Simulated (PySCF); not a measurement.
## Mo²⁺: excitation energy

Mo²⁺ [Kr] 4d4 (5D) → Mo²⁺ [Kr] 4d3 5p1 (high-spin determinant), as a difference of total energies. All numbers are calculated (PySCF 2.14, scalar relativity through the core potential, in aug-cc-pVTZ-PP with ECP28MDF). Correlated levels: valence: 4s2 4p6 frozen. The calculations carry no spin-orbit coupling.

```
           method  excitation energy (cm⁻¹)
              UHF                     73733
    MP2 (valence)                     75719
SCS-MP2 (valence)                     74395
   CCSD (valence)                     75354
CCSD(T) (valence)                     75216
```

The determinant of the upper state mixes LS terms, which raises its energy above the lowest term, most at the Hartree-Fock and MP2 levels.
